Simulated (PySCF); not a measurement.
## Two-component Hartree-Fock for Nd+ (neodymium, charge +1)

Start: [Xe] 4f4 6s1; 4f5/2 filled at m_j = -1/2, +1/2, +3/2, +5/2; 6s1/2 filled at m_j = -1/2. Calculated with PySCF 2.14 in x2c-SVPall-2c with one added diffuse shell each of s, p, d, f type (8s11p10d4f1g, 128 functions): generalised Hartree-Fock with the X2C-1e Hamiltonian and a Gaussian nucleus; one run each with spin-orbit coupling (SO) switched off, then screened by Boettger's factors.

```
spinor shell  electrons  ε, spin-free (eV)  ε, screened SO (eV)  weight of nominal j (screened SO)  rms radius, screened SO (bohr)
       1s1/2          2           -43786.0             -43779.3                              1.000                          0.0270
       2s1/2          2            -7199.4              -7197.4                              1.000                           0.109
       2p1/2          2            -6430.3              -6795.1                              1.000                          0.0938
       2p3/2          4            -6430.3              -6270.7                              1.000                          0.0998
       3s1/2          2            -1613.1              -1612.4                              1.000                           0.283
       3p1/2          2            -1365.1              -1439.8                              1.000                           0.275
       3p3/2          4            -1365.1              -1332.0                              1.000                           0.288
       3d3/2          4            -1020.6              -1034.5                              0.997                           0.260
       3d5/2          6            -1020.6              -1010.7                              0.998                           0.263
       4s1/2          2            -345.48              -345.25                              1.000                           0.645
       4p1/2          2            -261.54              -278.97                              0.982                           0.668
       4p3/2          4            -261.54              -253.64                              0.991                           0.695
       4d3/2          4            -139.06              -145.33                              0.773                           0.762
       4d5/2          6            -139.06              -134.65                              0.849                           0.767
       5s1/2          2            -55.966              -55.922                              1.000                            1.58
       5p1/2          2            -33.250              -36.095                              0.918                            1.80
       5p3/2          4            -33.250              -31.956                              0.959                            1.89
       4f5/2          4            -17.446              -17.449                              0.700                            1.16
       6s1/2          1            -10.048              -10.049                              1.000                            4.49
```

```csv
quantity,spin-free,screened SO
E (hartree),-9617.00075,-9621.79221
M_J,7/2,7/2
⟨J²⟩,20.758,20.187
⟨L²⟩,42.006,41.892
⟨S²⟩,8.752,8.730
```

The determinant has a definite M_J but mixes levels of different J.

Each row is a mean over spinors that exchange with the open shell spreads, by up to 10.012 eV (4d3/2).

Rows whose weight is well below 1 are mixtures of j = l ± 1/2: exchange outweighs spin-orbit coupling there, and the label is only the starting occupation.

Breit and QED terms are absent; they matter most for the inner s and p1/2 levels.

Densities and radii are taken from the X2C orbitals without a picture-change correction, which distorts them close to the nucleus.

Without spin-orbit coupling the j labels of p, d and f shells carry no meaning; the spin-free column gives the mean over the occupied spinors of each nl shell, and its ⟨J²⟩ belongs to a mixture of degenerate components.
